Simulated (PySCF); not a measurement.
Structure problem from calculated spectra and properties.

Elements present: C, F, H, O and Si. Monoisotopic mass: 130.0250 u.

* Dipole: 1.11 D [CAM-B3LYP/def2-SVPD]
* 1H NMR: chemical shifts (computed TMS as zero) by class: 5.04 (1 H), 5.00 (1 H), 4.39 (1 H), 4.37 (1 H), 2.31 (1 H), 1.99 (1 H), 1.72 (1 H) ppm [GIAO PBE0/pcSseg-1]
* Triplet: lowest triplet excitation (Tamm–Dancoff): 4.97 eV [TDA CAM-B3LYP/def2-SVPD]
* NMR, other nuclei: isotropic shieldings of nuclei other than C and H, by class: 290 (1 O), 417 (1 F), 368 (1 Si) ppm [GIAO PBE0/pcSseg-1]
* Rotational structure: rotational constants A, B, C: 2.680, 1.442, 1.130 GHz [GFN2-xTB]
* UV, first state: lowest singlet excitation: 5.93 eV (209 nm, f = 0.002) [TDDFT CAM-B3LYP/def2-SVPD]
* 13C NMR: chemical shifts (computed TMS as zero) by class: 104.4 (1 C), 91.1 (1 C), 85.8 (1 C), 70.3 (1 C), 39.9 (1 C) ppm [GIAO PBE0/pcSseg-1]
* UV, strongest line: among the 8 lowest singlet transitions: S6 at 7.49 eV (166 nm, f = 0.062) [TDDFT CAM-B3LYP/def2-SVPD]
* Polarisability: 81.3 au [CAM-B3LYP/def2-SVPD]

Gas-phase values; electronic properties from PySCF, density fitting. Levels stand in brackets. Isolated species at its GFN2-xTB geometry (one conformer only). NMR values are class means; diastereotopic atoms form classes of their own.

Question: Which formula fits the mass and the elements?

Answer: C5H7FOSi (calculated 130.0250). No other formula that holds each of these elements comes within 0.0003 u with a fitting electron parity and a possible valence count.

Question: Give a SMILES that accounts for the data.

Answer: Numbering: `[CH:1]#[C:2][Si@@H:3]1[O:4][CH2:5][CH2:6][C@@H:7]1[F:8]`. Its formula, C5H7FOSi, gives 3 degrees of unsaturation: 1 ring and 2 π bonds in the structure found. 5 carbons fall into 5 classes; from least to most shielded: terminal alkyne carbon [C1] (104.4 ppm), sp3 C–F carbon [C7] (91.1 ppm), alkyne carbon [C2] (85.8 ppm), ring sp3 carbon bound to oxygen [C5] (70.3 ppm), ring CH2 carbon [C6] (39.9 ppm). Hydrogen classes from least to most shielded: 1 H on an sp3 C–F carbon, C7 (5.04 ppm), 1 H on an oxygen-bound silicon, Si3 (5.00 ppm), 1 H on an sp3 carbon bound to oxygen, C5 (4.39 ppm), 1 H on an sp3 carbon bound to oxygen, C5 (4.37 ppm), 1 H on a ring CH2 carbon, C6 (2.31 ppm), 1 H on a terminal alkyne carbon, C1 (1.99 ppm), 1 H on a ring CH2 carbon, C6 (1.72 ppm). The other shieldings belong to: 290 ppm, silyl ether oxygen [O4]; 417 ppm, alkyl fluorine [F8]; 368 ppm, oxygen-bound silicon [Si3]. The optimised geometry has point group C1 and is an asymmetric top. Structure: `C#C[Si@@H]1OCC[C@@H]1F`. Computed isomers that give other values at the same levels: `C=CC(=O)[Si@@H](F)C=C` (13C chemical shifts (computed TMS as zero) by class: 234.8 (1 C), 148.5 (1 C), 139.8 (1 C), 136.3 (1 C), 134.0 (1 C) ppm); `FC[Si@H]1C=CC=CO1` (rotational constant A: 3.880 GHz; this holds for the one conformer computed); `C#CC(=O)[C@H]([SiH3])CF` (13C chemical shifts (computed TMS as zero) by class: 188.5 (1 C), 86.7 (1 C), 85.5 (1 C), 84.8 (1 C), 52.8 (1 C) ppm). The assignments are read from this structure; whether some other isomer fits the data as well wasn't checked. The mirror image fits equally.
